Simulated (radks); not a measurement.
Problem. N+, configuration [He] 2s2 2p2 (the NIST ground configuration). Calculated with a radial shooting solver on a logarithmic mesh with Libxc functionals: scalar-relativistic Kohn-Sham, LDA (Slater exchange, Perdew-Wang correlation), spin-polarised, spherical densities, point nucleus; open shells are filled with parallel spins first. Some entries of the table are withheld. Estimate them.

orbital  occ.  eigenvalue (hartree)  r(max) (bohr)  <1/r> (bohr^-1)
1s up       1             -14.64703         0.1492            6.593
1s down     1             -14.59265         0.1490            6.611
2s up       1              -1.23213         0.9857            1.174
2s down     1              -1.10170          1.003            1.135
2p up       2              -0.81255         0.8998            1.064
2p down     0              -0.68132         0.9337            1.014
3s up       0              -0.20453          3.584              (1)
3s down     0              -0.18869          3.795              (2)
3p up       0              -0.13465          4.255           0.2686
3p down     0              -0.12340          4.633           0.2496

Solution. 
(1) 3s up <1/r> (bohr^-1): 0.3298
(2) 3s down <1/r> (bohr^-1): 0.3100
